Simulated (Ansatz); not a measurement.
Ansatz (a quantum-chemistry and plane-wave program) input (CCSD(T)/def2-SVPD):

Ansatz 0.2 input:
```yaml
crystal:
  periodic: [false, false, false]
  atoms:
    - {symbol: Sc, position_ang: [-0.30994329, 0.07106844, 0.42106332]}
    - {symbol: F, position_ang: [-1.47632638, -1.06257391, -0.25697906]}
    - {symbol: F, position_ang: [0.63434471, 1.20892081, -0.83371197]}
    - {symbol: F, position_ang: [1.56518269, -0.31217326, 0.10820995]}
basis:
  gaussian:
    orbitals: def2-SVPD
total_charge: 1
magnetization: {spin_polarized: true, initial_magnetization: 1}
correlation: {method: ccsd_t, electrons: outside_noble_gas}
output: {forces: true}
```

End of the output:

```
cycle   3  -17.60672389 eV  change   -2.0e-1 eV  update   2.6e-2
cycle   4  -17.60363079 eV  change    3.1e-3 eV  update   8.2e-3
cycle   5  -17.59719049 eV  change    6.4e-3 eV  update   3.5e-3
cycle   6  -17.60214652 eV  change   -5.0e-3 eV  update   1.5e-3
cycle   7  -17.60288012 eV  change   -7.3e-4 eV  update   7.5e-4
cycle   8  -17.60282154 eV  change    5.9e-5 eV  update   5.3e-4
cycle   9  -17.60303245 eV  change   -2.1e-4 eV  update   4.0e-4
cycle  10  -17.60299311 eV  change    3.9e-5 eV  update   2.8e-4
cycle  11  -17.60308278 eV  change   -9.0e-5 eV  update   1.8e-4
cycle  12  -17.60301830 eV  change    6.4e-5 eV  update   1.1e-4
cycle  13  -17.60304270 eV  change   -2.4e-5 eV  update   7.0e-5
cycle  14  -17.60297594 eV  change    6.7e-5 eV  update   5.5e-5
cycle  15  -17.60296173 eV  change    1.4e-5 eV  update   4.3e-5
cycle  16  -17.60296166 eV  change    7.3e-8 eV  update   2.9e-5
cycle  17  -17.60299072 eV  change   -2.9e-5 eV  update   1.5e-5
cycle  18  -17.60299334 eV  change   -2.6e-6 eV  update   8.3e-6
cycle  19  -17.60299019 eV  change    3.2e-6 eV  update   5.0e-6
cycle  20  -17.60298299 eV  change    7.2e-6 eV  update   2.6e-6
cycle  21  -17.60298130 eV  change    1.7e-6 eV  update   1.6e-6
cycle  22  -17.60298118 eV  change    1.2e-7 eV  update   1.2e-6
perturbative correction -0.51173731 eV, -0.0188059993 hartree
WARN: these amplitudes may be one of several solutions (largest doubles amplitude 0.04, level shift 4.79 eV)
the calculation of the forces begins
densities: 1.69 GiB planned
Total energy: -28795.94043650 eV, -1058.2312924521 hartree
Atom 0 at    -0.309943     0.071068     0.421063 Å, force    -0.220173     0.378788     0.829280 eV/Å
Atom 1 at    -1.476326    -1.062574    -0.256979 Å, force    -0.684209    -0.640838    -0.358721 eV/Å
Atom 2 at     0.634345     1.208921    -0.833712 Å, force     0.427989     0.170574    -0.259770 eV/Å
Atom 3 at     1.565183    -0.312173     0.108210 Å, force     0.476393     0.091476    -0.210790 eV/Å
Dipole moment:    -0.407187     0.448489     1.126652 e Å
```

The spin state was set by rule; other spins were not relaxed.

The program attaches cautions to this result: other roots.
